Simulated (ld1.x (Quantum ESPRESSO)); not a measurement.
## An all-electron radial function and its pseudo partner (Mo)

Columns: radius, all-electron u(r) and pseudo u(r) of the 4d shell (level -21.06 eV) of molybdenum in the configuration [Ar] 3d10 4s2 4p6 4d4 5s0 5p0; LDA (PZ), scalar-relativistic, TM scheme, ld1.x (Quantum ESPRESSO) 7.5.

| r (bohr) | all-electron | pseudo |
| --- | --- | --- |
| 0.100 | 0.1385 | -0.0020 |
| 0.200 | 0.3428 | -0.0158 |
| 0.300 | 0.3678 | -0.0506 |
| 0.400 | 0.2445 | -0.1112 |
| 0.500 | 0.0534 | -0.1970 |
| 0.600 | -0.1497 | -0.3020 |
| 0.700 | -0.3345 | -0.4163 |
| 0.800 | -0.4882 | -0.5283 |
| 0.900 | -0.6073 | -0.6276 |
| 1.000 | -0.6937 | -0.7069 |
| 1.100 | -0.7514 | -0.7627 |
| 1.200 | -0.7853 | -0.7957 |
| 1.300 | -0.8002 | -0.8089 |
| 1.400 | -0.8004 | -0.8065 |
| 1.500 | -0.7893 | -0.7928 |
| 1.600 | -0.7699 | -0.7714 |
| 1.700 | -0.7444 | -0.7449 |
| 1.800 | -0.7148 | -0.7149 |
| 1.900 | -0.6823 | -0.6823 |
| 2.000 | -0.6481 | -0.6481 |
| 2.100 | -0.6130 | -0.6130 |
| 2.200 | -0.5777 | -0.5777 |
| 2.300 | -0.5427 | -0.5427 |
| 2.400 | -0.5084 | -0.5084 |
| 2.500 | -0.4751 | -0.4751 |
| 2.600 | -0.4429 | -0.4429 |

Task: How many radial nodes do the two functions have?

Result: The all-electron 4d function has n − l − 1 = 1; the pseudo-wave has 0, since the states of the same l below it are removed with the core.

Task: At about which radius was the pseudo-wave matched?

Result: 2.00 bohr. The columns agree to 0.0005 from 1.80 bohr on; several derivatives are matched, so the curves merge somewhat inside the radius.

Task: Where does each function peak?

Result: Outermost all-electron maximum near 1.40 bohr, pseudo maximum near 1.30 bohr (to the table’s step).

Task: Is the pseudo-wave norm-conserving?

Result: Yes: the TM scheme keeps the norm inside the radius equal to the all-electron one, which fixes the energy derivative of the logarithmic derivative at the level.
